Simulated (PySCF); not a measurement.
Series GeXY, Y = fluoro, computed as singlets and as triplets. Gas-phase values, no solvent. One relaxed conformer stands for each flexible species; it need not be the lowest. Strings in code marks are SMILES.

The HOMO–LUMO gap from two functionals at the same geometries (B3LYP-D3(BJ)/def2-TZVP), both in PySCF: PBE-D3(BJ)/def2-TZVP and B3LYP-D3(BJ)/def2-TZVP. B3LYP has the VWN-RPA correlation part, as in Gaussian. 

```tsv
species	PBE-D3(BJ)/def2-TZVP (eV)	B3LYP-D3(BJ)/def2-TZVP (eV)
X = chloro, multiplicity 1 (`[F][Ge][Cl]` (lower singlet))	3.65	5.15
X = amino, multiplicity 1 (`[NH2][Ge][F]` (lower singlet))	4.27	5.84
X = boryl, multiplicity 1 (`[Ge]([F])[BH2]` (lower singlet))	1.92	3.46
X = formyl, multiplicity 1 (`O=[CH][Ge][F]` (lower singlet; O–C–Ge–F torsion 176°))	0.89	2.58
X = isocyano, multiplicity 1 (`[C-]#[N+][Ge][F]` (lower singlet))	2.96	4.81
X = H, multiplicity 1 (`[F][GeH]` (lower singlet))	2.42	3.98
```

Over these rows, drawn at random from the members with no instability flagged (it was tested for open shells, ions and some series alone), PBE minus B3LYP-D3(BJ): mean -1.62 eV, from -1.86 eV to -1.51 eV.
